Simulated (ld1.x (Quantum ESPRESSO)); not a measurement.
**Re (Z = 75): variants of one ultrasoft potential**

Base potential:

* Element: Re
* Generator: ld1.x (Quantum ESPRESSO) 7.5
* Type: ultrasoft
* Functional: LDA (PZ)
* Relativity: scalar-relativistic
* Frozen core: [Xe] 4f14
* Valence charge: 7
* Reference configuration: 5d5 6s2 6p0
* Partial waves: 6s (bound): rcut 2.10, rcutus 2.85 bohr; 6s channel at 0.7 Ry: rcut 2.10, rcutus 2.85 bohr; 6p (bound, empty): rcut 2.45, rcutus 2.85 bohr; 6p channel at 3.15 Ry: rcut 2.45, rcutus 2.85 bohr; 5d (bound): rcut 2.05, rcutus 2.70 bohr; 5d channel at -0.1 Ry: rcut 2.05, rcutus 2.70 bohr
* Local potential: all-electron potential smoothed inside 2.55 bohr (lloc = -1)
* Core correction: a·sin(br)/r model core, default radius (core density twice the valence density)
* Augmentation charge: built from norm-conserving waves at rcut, not smoothed further

Cutoffs, loose and tight: the cutoffs (Ry, on a coarse ladder) from which the occupation-weighted sum of valence levels, in a spherical-Bessel basis at the reference potential, stays within 10 and 1 mRy of its value at 400 Ry. They do not see the model core or the augmentation charge, which bear on the density cutoff. Test errors are all-electron minus pseudo excitation energies from the reference, over the configurations 5d5 6s1 6p0; 5d5 6s0 6p0; 5d4 6s0 6p0; 5d6 6s0 6p0; 5d4 6s2 6p1; 5d4 6s2 6p0; 5d5 6s1 6p1 (two spin-polarised tests are not counted in the largest error). A dash means not determined; rows that change the core or the reference have their own tests. The largest error is taken over the tests solved by every variant that gives reliable tests at all: 5d4 6s2 6p1; 5d5 6s1 6p0; 5d5 6s1 6p1.

Cutoffs are not given where the Bessel-basis levels miss the radial ones by over 6 mRy, ghosts where they miss by over 20 mRy; a channel whose overlap is not positive is not tested.

A file whose overlap is not positive is unfit for use, and its test errors describe a broken file.

| change | outcome | cutoff, loose | cutoff, tight | bound ghosts | largest test error (meV) |
| --- | --- | --- | --- | --- | --- |
| base | generated | 15 Ry | 21 Ry | none | -59 |
| waves 5d (bound): rcut 1.72, rcutus 1.82 bohr; 5d channel at -0.1 Ry: rcut 1.72, rcutus 1.82 bohr | generated | 30 Ry | 50 Ry | none | -57 |
| waves 5d (bound): rcut 1.94, rcutus 2.06 bohr; 5d channel at -0.1 Ry: rcut 1.94, rcutus 2.06 bohr | generated | 25 Ry | 40 Ry | none | -57 |
| waves 5d (bound): rcut 2.05, rcutus 2.38 bohr; 5d channel at -0.1 Ry: rcut 2.05, rcutus 2.38 bohr | generated | 18 Ry | 30 Ry | none | -57 |
| waves 5d (bound): rcut 2.05, rcutus 2.54 bohr; 5d channel at -0.1 Ry: rcut 2.05, rcutus 2.54 bohr | generated | 15 Ry | 25 Ry | none | -58 |
| waves 5d (bound): rcut 2.05, rcutus 2.98 bohr; 5d channel at -0.1 Ry: rcut 2.05, rcutus 2.98 bohr | generated | 12 Ry | 18 Ry | none | -64 |
| waves 5d (bound): rcut 2.05, rcutus 3.16 bohr; 5d channel at -0.1 Ry: rcut 2.05, rcutus 3.16 bohr | generated | 10 Ry | 15 Ry | none | -70 |
| waves 5d (bound): rcut 2.05, rcutus 3.46 bohr; 5d channel at -0.1 Ry: rcut 2.05, rcutus 3.46 bohr | generated | 8 Ry | 10 Ry | none | -82 |
| waves 5d (bound): rcut 2.05, rcutus 3.74 bohr; 5d channel at -0.1 Ry: rcut 2.05, rcutus 3.74 bohr | generated | 8 Ry | 8 Ry | none | -99 |
| waves 5d (bound): rcut 2.05, rcutus 4.10 bohr; 5d channel at -0.1 Ry: rcut 2.05, rcutus 4.10 bohr | generated, overlap not positive | – | – | not determined (overlap not positive) | 9 of 9 tests not solved or not reliable |

Reading the sweep of the d radius (base included, trends over the rows without a ghost): The loose cutoff falls from 30 Ry at 1.82 to 8 Ry at 3.74 bohr. A larger radius leaves more room for a smooth pseudo-wave, so fewer plane waves are needed; a smaller one forces it to follow the all-electron wave where it bends sharply. The median size of the test errors (rows with all tests solved) stays near 43.5 meV.
